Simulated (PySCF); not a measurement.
**Vibration and rotation of GdN**

LDA constants of GdN, octet, about 7.3 electrons in the 4f shell (Mulliken) (PySCF, spin-free X2C with a Gaussian nucleus, basis sets Gd x2c-TZVPall, N x2c-TZVPall; masses 157.9241 and 14.0031 u):

```
ωe                         : 843.9 cm⁻¹
ωexe                       : 3.61 cm⁻¹
Be                         : 0.42788 cm⁻¹
αe                         : 0.00252 cm⁻¹
De to Gd (4f7 5d1 6s2) + N : 6.48 eV
```

Problem. What force constant and bond length do these constants imply?

Solution. Reduced mass μred = 12.863 u; k = 5.8918×10⁻⁷·μred·ωe² (u, cm⁻¹, mdyn/Å) = 5.40 mdyn/Å; Re = √(16.8576/(μred·Be)) (u, cm⁻¹, Å) = 1.750 Å.

Problem. Estimate the centrifugal constant D from the Kratzer relation and find the Dunham coefficient a1.

Solution. D = 4Be³/ωe² = 4.4e-07 cm⁻¹; a1 = −1 − αeωe/(6Be²) = -2.94.

These are scalar-relativistic numbers at best; spin–orbit coupling would shift them, the dissociation energy most. The state is the lowest single determinant that the PBE0 search found; with open d or f shells the true ground state can be another one.
